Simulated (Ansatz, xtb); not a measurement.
Two isomers of C7H12

Structure I is `C[C@@H]1[C@H]2C[C@@H](C)[C@@H]12`, a singlet and structure II is `C=C1CCCCC1`, a singlet. Both are isolated molecules in the gas phase, relaxed with r2SCAN-D4/def2-SVP, each in the lowest conformer that the search found.

Quicker runs give these differences E(II) − E(I): GFN2-xTB −18.9 kcal/mol; HF/STO-3G −28.5 kcal/mol (at GFN2-xTB geometries); r2SCAN-D4/def2-SVP//GFN2-xTB −29.5 kcal/mol.

Problem. Estimate E(II) − E(I) at the level CCSD(T)/def2-SVP + ΔMP2/def2-TZVPP.

Solution. Calculated at CCSD(T)/def2-SVP + ΔMP2/def2-TZVPP: E(II) − E(I) = −32.1 kcal/mol, so structure II lies lower.

Level by level:

```
                             level            geometry  E(II) − E(I) (kcal/mol)  departure from the last row (kcal/mol)  job, with rough time for the two
                          GFN2-xTB            GFN2-xTB                     −18.9                                   +13.2              optimisation, 0.15 s
                         HF/STO-3G            GFN2-xTB                     −28.5                                    +3.6              single point, 0.44 s
      r2SCAN-D4/def2-SVP//GFN2-xTB            GFN2-xTB                     −29.5                                    +2.6               single point, 5.4 s
                r2SCAN-D4/def2-SVP  r2SCAN-D4/def2-SVP                     −29.5                                    +2.6                optimisation, 45 s
                       HF/def2-SVP  r2SCAN-D4/def2-SVP                     −33.9                                    −1.7           part of the CCSD(T) run
                      MP2/def2-SVP  r2SCAN-D4/def2-SVP                     −29.4                                    +2.7           part of the CCSD(T) run
                  CCSD(T)/def2-SVP  r2SCAN-D4/def2-SVP                     −31.8                                    +0.3                      single point
CCSD(T)/def2-SVP + ΔMP2/def2-TZVPP  r2SCAN-D4/def2-SVP                     −32.1                                                       single point, 2 min
```

As drawn, II has 1 C=C in place of 2 C–C. Structure I has a 3-membered ring and a 4-membered ring, II a 6-membered ring.

The levels shown agree on the order. The largest departure from CCSD(T)/def2-SVP + ΔMP2/def2-TZVPP is that of GFN2-xTB, 13.2 kcal/mol. The last row adds to CCSD(T) the change of the MP2 difference between the two basis sets, here −0.3 kcal/mol.

With thermal terms from frequencies at re-optimised GFN2-xTB minima (ideal gas, soft modes damped towards free rotors, one conformer each, 298.15 K, 1 atm): on the last row, ΔE + ΔZPE = −31.1, ΔH = −31.5, ΔG = −30.7 kcal/mol.

The correlated steps freeze 7 core orbitals. Mirror images aren't counted in ΔG. Run with Ansatz 0.2.0, xtb 6.7.1; the last row on 4 threads of Arm Neoverse V1 on a shared host.
